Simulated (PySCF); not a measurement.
C5H3NO.
SMILES with atom numbers: `[N:1]#[C:2][c:3]1[cH:4][cH:5][cH:6][o:7]1` (hydrogens: H8 on C4; H9 on C5; H10 on C6)

All values: PBE0/pcSseg-1 and B3LYP/def2-SVPD (PySCF, non-relativistic), on one gas-phase PBE0-D3(BJ)/def2-SVP geometry that isn't relaxed in the solvent. The solvent is an IEF-PCM continuum (Bondi radii, 1.10 Å for H, scaled by 1.2). Specific hydrogen bonds and non-electrostatic terms are outside this model.

Gas phase at PBE0/pcSseg-1: HOMO -7.45 eV, LUMO -1.44 eV, dipole 4.78 D.

What does the continuum do to the energy, the frontier levels and the dipole at PBE0/pcSseg-1 in chloroform and water?

```
   solvent      ε  E(solvent) − E(gas) (kcal/mol)  polarisation term (kcal/mol)  distortion of the solute (kcal/mol)  HOMO (eV)  LUMO (eV)  dipole (D)
chloroform  4.711                           -4.59                         -5.37                                 0.78      -7.33      -1.37        5.89
     water  78.36                           -6.46                         -8.01                                 1.55      -7.30      -1.36        6.35
```

The polarisation term is half the interaction of the solute with the surface charges that it induces; the rest is the cost of distorting the solute's density. The sum is the electrostatic part of solvation alone. From chloroform to water the lowering changes by a factor 1.41, Onsager's factor (ε − 1)/(2ε + 1) by 1.38 and ε itself by 16.6.

Which radius a makes the point-dipole formula ΔE = −[(ε − 1)/(2ε + 1)]·μ²/a³ give the value in water, with the gas-phase dipole?

μ = 1.882 au and |ΔE| = 0.01029 Eh give a = 2.92 Å; the farthest nucleus lies 3.39 Å from the centroid of the nuclei, so such a sphere wouldn't even hold the nuclei. The formula assumes a rigid point dipole at the centre of a sphere.

Which Hirshfeld charges (PBE0/pcSseg-1) respond most in chloroform (means over atoms taken as equivalent)?

```csv
atoms,environment,gas (e),solvent (e),change
N1,nitrile nitrogen,-0.201,-0.244,-0.043
H10,aromatic hydrogen,+0.077,+0.087,+0.010
H8,aromatic hydrogen,+0.073,+0.082,+0.009
H9,aromatic hydrogen,+0.068,+0.076,+0.008
C6,aromatic CH next to a ring oxygen,+0.032,+0.041,+0.009
C4,aromatic CH carbon,-0.055,-0.048,+0.007
C2,nitrile carbon,+0.067,+0.074,+0.007
C3,substituted aromatic carbon,+0.062,+0.056,-0.006
```

How do the nuclear quadrupole coupling constants eQVzz/h respond in chloroform?

| nucleus | Q (barn) | gas (MHz) | solvent (MHz) | η gas | η solvent |
| --- | --- | --- | --- | --- | --- |
| 14N at N1 | 0.02044 | -4.56 | -4.26 | 0.32 | 0.38 |
| 17O at O7 | -0.0256 | -8.88 | -8.90 | 0.01 | 0.02 |

Gas phase at B3LYP/def2-SVPD: HOMO -7.25 eV, LUMO -1.72 eV, dipole 4.85 D.

What does the continuum do to the energy, the frontier levels and the dipole at B3LYP/def2-SVPD in chloroform and water?

```tsv
solvent	ε	E(solvent) − E(gas) (kcal/mol)	polarisation term (kcal/mol)	distortion of the solute (kcal/mol)	HOMO (eV)	LUMO (eV)	dipole (D)
chloroform	4.711	-4.59	-5.45	0.86	-7.11	-1.62	6.07
water	78.36	-6.47	-8.21	1.74	-7.07	-1.61	6.57
```

How does the static polarisability (B3LYP/def2-SVPD, frozen core, with the continuum's full static response) change?

| medium | isotropic (au) | principal values (au) | ⟨r²⟩ of the electrons (bohr²) |
| --- | --- | --- | --- |
| gas | 66.1 | 39.4, 59.5, 99.5 | 673.2 |
| chloroform | 82.9 | 47.6, 73.7, 127.5 | 673.9 |
| water | 91.2 | 52.6, 80.9, 140.1 | 674.2 |

The isotropic value in water is 1.38 times the gas-phase one; no cavity-field correction is applied. ⟨r²⟩ is taken about the centre of nuclear charge.
